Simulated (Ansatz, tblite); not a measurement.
Forces on diborane 1,1-di F (B2H4F2) at its PBE-D4/def2-TZVP geometry. Charge 0, multiplicity 1.

The xTB rows come from tblite.

GFN1-xTB (tblite), largest force 0.72 eV/Å:

```xyz
8
positions Å, forces eV/Å
B     0.350   -0.784   -0.177    0.112   -0.247   -0.056
B    -0.357    0.799    0.181   -0.289    0.648    0.147
F     0.797   -1.070   -1.407   -0.068   -0.070    0.345
F     0.449   -1.719    0.777    0.040    0.131   -0.331
H     0.874    0.441    0.270    0.051   -0.220   -0.057
H    -0.739    1.000    1.295    0.070    0.084   -0.374
H    -0.420    1.595   -0.708   -0.048   -0.135    0.363
H    -0.955   -0.262   -0.230    0.132   -0.190   -0.035
```

GFN2-xTB (tblite), largest force 0.67 eV/Å:

```
B 0.101 -0.224 -0.051
B -0.266 0.597 0.135
F -0.080 -0.199 0.568
F 0.104 0.143 -0.581
H -0.028 -0.199 -0.063
H 0.092 0.176 -0.585
H -0.094 -0.172 0.586
H 0.171 -0.123 -0.009
```

PBE-D4/def2-TZVP (Ansatz), largest force 0.01 eV/Å:

```
B 0.004 -0.004 -0.001
B -0.001 0.004 0.001
F -0.001 0.002 -0.002
F -0.002 0.001 0.002
H 0.001 -0.002 0.000
H 0.000 0.001 -0.001
H -0.001 0.001 0.001
H 0.001 -0.003 0.000
```
